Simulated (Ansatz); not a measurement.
A nudged elastic band was laid between two geometries of CH5BO + H2O (11 atoms, charge 0, multiplicity 1).

All numbers below come from RKS PBE0-D4/6-31G* in Ansatz 0.2.0.

```json
{"movable images": "5", "climbing image": "yes", "spring": "5.0 eV/Å²", "optimiser": "quadratic models (default)", "start path": "through a guess of the saddle point", "force threshold": "0.05 eV/Å", "iteration limit": "60", "end points": "relaxed"}
```

Initial state:

```xyz
11
Properties=species:S:1:pos:R:3
B 0.148 -0.010 0.262
C -0.115 0.274 1.790
H -1.161 0.120 2.081
H 0.534 -0.308 2.456
H 0.103 1.333 1.990
O 1.430 -0.375 -0.099
H 1.523 -0.376 -1.058
H -0.621 0.353 -0.593
O -0.584 -2.181 0.291
H -0.899 -2.267 1.201
H 0.362 -2.381 0.345
```

Final state:

```xyz
11
Properties=species:S:1:pos:R:3
B 0.027 -0.928 -1.105
C 0.108 0.098 2.661
H -0.375 0.274 3.625
H 1.182 -0.033 2.825
H -0.066 0.962 2.013
O 0.915 -0.018 -0.637
H 1.094 -0.163 0.303
H -0.299 -0.863 -2.258
O -0.467 -1.882 -0.258
H -1.089 -2.466 -0.704
H -0.312 -0.799 2.201
```

(1) What changes between the two ends?

(2) What energy profile does the band end with?

(3) What is the geometry of the highest image?

Results:

(1) Bonds broken: B1–C2, O9–H11. Bonds formed: B1–O9, C2–H11. CH5BO + H2O becomes BH3O2 + CH4.

(2) The run converged. The highest image is number 2 of 0 to 6, 0.49 eV above the first end and 1.97 eV above the last; the last end lies 1.48 eV below the first. Neighbouring images differ by up to 1.7 eV, so the band resolves the path poorly. A vibrational analysis at the climbing image gives one clearly imaginary mode, 581i cm⁻¹: a first-order saddle point. The orbitals stay closed-shell, which can raise the energy where a bond breaks towards radicals; this wasn't checked here.

| image | path coordinate (Å) | energy (eV) | B1–C2 (Å) | O9–H11 (Å) | B1–O9 (Å) |
| --- | --- | --- | --- | --- | --- |
| 0 | 0.00 | 0.00 | 1.58 | 0.97 | 2.29 |
| 1 | 1.30 | 0.04 | 1.58 | 0.97 | 2.22 |
| 2 | 2.60 | 0.49 | 1.59 | 0.97 | 1.93 |
| 3 | 4.05 | 0.22 | 2.16 | 1.70 | 1.44 |
| 4 | 5.50 | -1.44 | 3.24 | 2.60 | 1.37 |
| 5 | 6.96 | -1.47 | 3.74 | 2.76 | 1.37 |
| 6 | 8.41 | -1.48 | 3.90 | 2.69 | 1.37 |

(3) 
```xyz
11
Properties=species:S:1:pos:R:3
B 0.074 -0.126 0.240
C 0.008 0.278 1.780
H -0.950 0.053 2.270
H 0.824 -0.157 2.375
H 0.135 1.367 1.847
O 1.306 -0.014 -0.425
H 1.726 -0.865 -0.571
H -0.934 0.055 -0.427
O -0.143 -2.042 0.376
H -0.969 -2.186 -0.108
H -0.357 -2.182 1.311
```

The run took 5.6 min on 1 thread of Arm Neoverse V2, with other jobs on the host, peak memory 0.17 GiB.
